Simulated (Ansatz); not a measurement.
`CCCC` + `[NH2][Hf]([F])([F])[F]` → `C[NH][Hf]([F])([F])[F]` + propane  (substitution at a C–C bond)

Calculated with Ansatz (gas phase, PBE0-D4/def2-TZVP geometries, no zero-point term in ΔE). CCSD(T)/CBS is the MP2 limit (def2-TZVPP, def2-QZVPP) plus CCSD(T) − MP2 in def2-TZVPP, frozen cores. Functionals use def2-TZVPP. B3LYP here is the variant with VWN-RPA as its local correlation; programs differ in this. def2 core potentials past Kr. For Hf outer-core shells are correlated without core-valence functions, which leaves a few kJ/mol of doubt a bond. One conformer a species, not always the lowest.

```tsv
level	ΔE (kcal/mol)	difference from CCSD(T)/CBS
LDA (SPW92)	9.2	-0.5
r2SCAN-D4	9.2	-0.5
B3LYP-D4	8.5	-1.2
CAM-B3LYP-D4	9.0	-0.7
ωB97X-V	9.1	-0.6
B2PLYP	8.7	-1.0
r2SCAN	9.1	-0.6
PBE0	9.0	-0.7
B3LYP	8.3	-1.4
r2SCAN0	9.5	-0.2
CCSD(T)/def2-SVP	7.0	-2.7
MP2/def2-TZVPP	9.4	-0.3
CCSD(T)/def2-TZVPP	9.0	-0.7
HF/def2-QZVPP	9.1	-0.6
MP2/def2-QZVPP	9.8	0.1
MP2/CBS(def2)	10.1	0.4
CCSD(T)/CBS	9.7	0
```

Largest T1 diagnostic among the species: 0.016.

At CCSD(T), def2-SVP lies −2.7 kcal/mol from the extrapolated value and def2-TZVPP −0.7 kcal/mol. Leaving LDA and LC-ωPBE aside and taking each functional with its dispersion term where it has one, the values, not all of them listed here, spread over 1.7 kcal/mol, from BLYP-D4 to ωB97M-V. LDA lies +0.8 kcal/mol from PBE without D4. From BLYP to BHLYP (50 % exact exchange), in def2-TZVPP and without D4, ΔE moves by +1.3 kcal/mol.
